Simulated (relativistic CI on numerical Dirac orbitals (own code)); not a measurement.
Computed by Dirac-Coulomb-Breit CI, separate exchange-only KLI orbitals for each configuration, QED by a radiative potential, unscaled Slater integrals (own radial code, finite nucleus).

CI space (outside the closed core [Ar] 3d10): 4s2 4p6 4d, 4s2 4p6 4f, 4s2 4p5 4d2, 4s 4p6 4d2, 4s2 4p5 4d 4f, 4s 4p6 4d 4f, 4s2 4p6 5s, 4s2 4p6 5p, 4s2 4p6 5d, 4p6 4d2 4f, 4s2 4p5 4d 5s, 4s2 4p6 5f, 4s2 4p5 4d 5p, 4s 4p6 4f 5s, 4s2 4p6 5g, 4s 4p6 4d 5s, 4s2 4p5 4d 5d, 4p6 4d3, 4p5 4d4, 4p5 4d3 4f, 4p6 4d 4f2, 4p6 4f3, 4p5 4d2 4f2, 4p5 4d 4f3, 4p6 4f2 5s, 4s 4p6 4f2, 4s 4p5 4f3, 4s 4p6 4f 5p, 4s 4p5 4f2 5p, 4p6 4f2 5p. Double excitations out of closed p, d and f shells are left out; levels of such configurations are missing from the list, as are those of other unlisted configurations, and high levels can miss mixing partners. These lack a partner that the ground configuration has and come out too high: 4s2 4p5 4d 5s, 4s2 4p5 4d 5p, 4s2 4p5 4d 5d, 4s2 4p6 5d, 4s2 4p6 5f.

At this charge energies of transitions that change n are usually good to better than 1 %, and those within a shell (Δn = 0) to a few per cent.

Outline of the computed level scheme of Pb XLVI. Lowest level of each configuration: 4s2 4p6 4d 2D_3/2 at 0.000 eV; 4s2 4p5 4d2 4D°_3/2 at 182.026 eV; 4s2 4p6 4f 2F°_5/2 at 274.214 eV.

Some strong electric-dipole decays among the lowest 45 levels: 4s2 4p5 4d2 2D°_3/2 → 4s2 4p6 4d 2D_3/2 (5.0e+12 s⁻¹); 4s2 4p5 4d2 2D°_5/2 → 4s2 4p6 4d 2D_5/2 (4.8e+12 s⁻¹); 4s2 4p5 4d2 2P°_3/2 → 4s2 4p6 4d 2D_5/2 (4.2e+12 s⁻¹); 4s2 4p5 4d2 2F°_7/2 → 4s2 4p6 4d 2D_5/2 (3.7e+12 s⁻¹); 4s2 4p5 4d2 2P°_1/2 → 4s2 4p6 4d 2D_3/2 (3.2e+12 s⁻¹); 4s2 4p6 4f 2F°_5/2 → 4s2 4p6 4d 2D_3/2 (2.1e+12 s⁻¹); 4s2 4p5 4d2 4D°_3/2 → 4s2 4p6 4d 2D_3/2 (1.6e+12 s⁻¹); 4s2 4p5 4d2 2D°_5/2 → 4s2 4p6 4d 2D_5/2 (1.5e+12 s⁻¹).

LS names give the leading component of a level, which can be under half, so a name can repeat, a term be missing and a line seem to break the LS rules.
